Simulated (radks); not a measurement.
Problem. Neutral hydrogen, configuration 1s1 (the NIST ground configuration). Calculated with a radial shooting solver on a logarithmic mesh with Libxc functionals: scalar-relativistic Kohn-Sham, PBE, spin-polarised, spherical densities, point nucleus; open shells are filled with parallel spins first; hard spherical wall at 6 bohr. Some entries of the table are withheld. Estimate them.

orbital  occ.  eigenvalue (eV)  <r^2> (bohr^2)  <r> (bohr)
1s up       1          -7.4733           3.027       1.508
2p up       0           3.7626           11.35         (1)
2s up       0           5.2368           13.04       3.350

Solution. 
(1) 2p up <r> (bohr): 3.215
